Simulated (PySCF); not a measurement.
Species: C6H10NOP.
SMILES with atom numbers: `[CH3:1]/[CH:2]=[CH:3]\[P@H:4](=[O:5])[CH2:6][CH2:7][C:8]#[N:9]` (hydrogens: H10, H11, H12 on C1; H13 on C2; H14 on C3; H15 on P4; H16, H17 on C6; H18, H19 on C7)

Cartesian coordinates in Å at the PBE0-D3(BJ)/def2-SVP level; atoms count from 1:
```xyz
19
C6H10NOP angstrom
C      2.282    0.673   -0.661
C      2.277   -0.809   -0.821
C      1.334   -1.669   -0.414
P     -0.187   -1.296    0.478
O     -0.799   -2.468    1.178
C     -1.331   -0.576   -0.759
C     -2.720   -0.367   -0.150
C     -2.749    0.733    0.807
N     -2.732    1.611    1.560
H      3.219    1.008   -0.188
H      1.442    1.052   -0.063
H      2.244    1.162   -1.649
H      3.150   -1.228   -1.337
H      1.456   -2.743   -0.596
H      0.137   -0.176    1.302
H     -1.398   -1.316   -1.571
H     -0.919    0.353   -1.183
H     -3.025   -1.291    0.370
H     -3.466   -0.163   -0.935
```

Level: PBE0/pcSseg-1 in PySCF, non-relativistic, on one gas-phase PBE0-D3(BJ)/def2-SVP geometry that isn't relaxed in the solvent. The solvent is an IEF-PCM continuum (van der Waals radii × 1.2). The model holds no explicit solvent molecules, cavitation or dispersion.

```csv
run,E − E(gas) (kcal/mol),HOMO (eV),HOMO–LUMO gap (eV),dipole (D)
gas,0.00,-7.87,6.80,5.91
P,-12.55,-7.77,7.08,7.32
Q,-14.39,-7.75,7.10,7.55
```

Q: The runs were made in dichloromethane and methanol. Which run belongs to which solvent?

A: P = dichloromethane, Q = methanol. The dielectric constants are 8.93 (dichloromethane), 32.61 (methanol), and the energy falls further as ε rises. In this model the ground state sees the solvent through ε alone.

Q: How constant is the ratio of the lowering to (ε − 1)/(2ε + 1)?

A: 
```tsv
solvent	(ε − 1)/(2ε + 1)	E − E(gas) (kcal/mol)	ratio (kcal/mol)	polarisation term (kcal/mol)
dichloromethane	0.420	-12.55	-29.8	-14.81
methanol	0.477	-14.39	-30.1	-17.41
```

The ratio changes by +1.0 % in size from dichloromethane to methanol. The polarisation term is half the interaction of the solute with the induced surface charges.

The run took 32 s of wall time on Arm Neoverse V2, one thread, no GPU (shared host), and the process peaked at 1.2 GiB of memory. This is the whole shielding run at PBE0/pcSseg-1 in methanol, SCF included.
